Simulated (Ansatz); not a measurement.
Input for Ansatz (a program for electronic structure): R-wB97M-V/def2-TZVPP on H2 (SMILES [H][H]).

Ansatz 0.2 input:
```yaml
crystal:
  periodic: [false, false, false]
  atoms:
    - {symbol: H, position_ang: [0.00000000, 0.00000000, 0.37198582]}
    - {symbol: H, position_ang: [-0.00000000, -0.00000000, -0.37198582]}
basis:
  gaussian:
    orbitals: def2-TZVPP
hamiltonian:
  xc: {name: wB97M-V}
scf: {lower_state_search: off}
```

It printed:

```
WARN ansatz: RAYON_NUM_THREADS=4 ignored (pool sized by the plan → 4); use --threads N
Functional definition: wB97M-V
these checks for a lower state are left out or cut short: stability, starts, cluster_reference, orbital_swaps, neighbouring_geometries, increment
integrals: 0.00 GiB planned
118 factors; their error is unknown
integrals: 0.04 GiB planned
42 factors; integrals over basis functions are off by at most 3.0e-5 eV
mean field: 0.07 GiB planned
mean field evaluation 1: about -31.5662 eV, gradient 3.7e0 eV
mean field evaluation 2: about -31.5934 eV, gradient 2.6e-1 eV
mean field evaluation 4: about -31.6019 eV, gradient 3.2e-1 eV
mean field evaluation 8: about -31.6015 eV, gradient 1.3e-4 eV
mean field -31.60149164 eV, -1.1613333976 hartree, gradient 2.2e-7 eV, S^2 0.000000; 0 other end points of the search recorded, 0 dependent functions left out
reference -31.60151589 eV, -1.1613342887 hartree; 1, 1 occupied and 27, 27 virtual orbitals, 118 factors
Total energy: -31.60151589 eV, -1.1613342887 hartree
Checks for a lower state left out: stability, starts, cluster_reference, orbital_swaps, neighbouring_geometries, increment
```

Self-consistency was reached.

Cost: around 0.3 core-seconds (rough).
